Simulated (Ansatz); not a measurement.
Input file for Ansatz (an electronic-structure program): R-CCSD(T)/aug-cc-pVTZ on N2 (SMILES N#N) with ghost functions, monomers drawn apart or pushed together.

Ansatz 0.2 input:
```yaml
crystal:
  periodic: [false, false, false]
  atoms:
    - {symbol: N, position_ang: [0.10233743, -0.33449021, 0.15443636]}
    - {symbol: N, position_ang: [0.10422743, -0.33848157, -0.93595964]}
basis:
  gaussian:
    orbitals: aug-cc-pVTZ
    ghost_atoms:
      - {symbol: Br, position_ang: [0.08972313, -0.29885067, 4.36698340]}
      - {symbol: H, position_ang: [0.09528648, -0.31579668, 2.94138133]}
magnetization: {spin_polarized: false}
correlation: {method: ccsd_t, electrons: outside_noble_gas}
scf: {lower_state_search: off}
```

Output:

```
WARN ansatz: RAYON_NUM_THREADS=1 ignored (pool sized by the plan → 1); use --threads N
Functional definition: HF
these checks for a lower state are left out or cut short: stability, starts, cluster_reference, orbital_swaps, neighbouring_geometries, increment
integrals: 0.54 GiB planned
1011 factors; integrals over basis functions are off by at most 8.9e-4 eV
mean field: 0.31 GiB planned
mean field evaluation 1: about -2965.3233 eV, gradient 1.1e1 eV
mean field evaluation 2: about -2965.3375 eV, gradient 1.2e1 eV
mean field evaluation 4: about -2965.6602 eV, gradient 6.0e-1 eV
mean field evaluation 8: about -2965.6612 eV, gradient 2.8e-4 eV
mean field -2965.66115532 eV, -108.9860372605 hartree, gradient 3.0e-6 eV, S^2 0.000000; 0 other end points of the search recorded, 0 dependent functions left out
2 core orbitals not correlated
reference -2965.66115532 eV, -108.9860372605 hartree; 5, 5 occupied and 167, 167 virtual orbitals, 1011 factors
second order -10.27623796 eV of doubles, -0.00000000 eV of singles
coupled cluster: 1.48 GiB planned
cycle   1  -9.79983028 eV  change    4.8e-1 eV  update   8.1e-2
cycle   2  -10.15533862 eV  change   -3.6e-1 eV  update   2.5e-2
cycle   3  -10.21778018 eV  change   -6.2e-2 eV  update   9.8e-3
cycle   4  -10.21980469 eV  change   -2.0e-3 eV  update   2.3e-3
cycle   5  -10.22196384 eV  change   -2.2e-3 eV  update   6.3e-4
cycle   6  -10.22198939 eV  change   -2.6e-5 eV  update   1.3e-4
cycle   7  -10.22205766 eV  change   -6.8e-5 eV  update   2.8e-5
cycle   8  -10.22206952 eV  change   -1.2e-5 eV  update   8.1e-6
perturbative correction -0.51432353 eV, -0.0189010410 hartree
Total energy: -2976.39754837 eV, -109.3805924278 hartree
Checks for a lower state left out: stability, starts, cluster_reference, orbital_swaps, neighbouring_geometries, increment
```

The run converged.

Cost: about 7 core-seconds (a rough figure).
